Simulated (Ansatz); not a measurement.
Which method gave which barrier?

Saddle point of BH2BrF2, closed shell (BBrF₂ ([F][B]([F])[Br]) + H₂ → BHF₂ ([F][BH][F]) + HBr; bonds formed: B1–H6, Br2–H5; bonds broken: B1–Br2, H5–H6), PBE0-D4/def2-TZVP structure:

B1  (-0.108, -0.423, 0.159)
Br2  (-0.761, 1.526, -0.852)
F3  (-0.199, -1.396, -0.729)
F4  (-0.699, -0.491, 1.339)
H5  (0.632, 0.785, -0.191)
H6  (1.135, 0.000, 0.274)
(Å)

Ansatz 0.2.0; basis: def2-TZVPP, with def2-QZVPP for the basis limit; cores frozen in the correlated methods. Filled d shells of the heavier atoms are correlated. The def2 sets are not built for correlating such inner shells, so the correlated values are less sure here. Extrapolation: Hartree–Fock as exp(−7.88 √X), correlation as X^−2.97. Four methods, as single points on the PBE0-D4 structures, gave these electronic barriers from the start structure: 1.407, 1.496, 1.754, 2.238 eV.

Problem. The methods were, in alphabetical order, BHLYP-D4, BLYP-D4, HF, r2SCAN-D4. Which gave which? (Judge from chemistry; the calculation decides.)

Solution. The calculation gives: r2SCAN-D4 1.407; BLYP-D4 1.496; BHLYP-D4 1.754; HF 2.238 eV. For comparison, CCSD(T) at an estimated basis limit (MP2 extrapolated from triple and quadruple zeta, plus CCSD(T) − MP2 in triple zeta) gives 1.703 eV.

T1 diagnostic: at most 0.011. The end structure is not quite a true minimum (one mode of 54i cm⁻¹).

Labels in which every atom is bracketed show which atoms are joined, not bond orders.

For scale, one of the runs: CCSD(T)/def2-TZVPP, 169 basis functions (an equivalent command: `ansatz run in.yaml --threads 4`). Hardware: 4 CPU threads, shared host. Wall time 46 s; peak host memory 1.6 GiB.
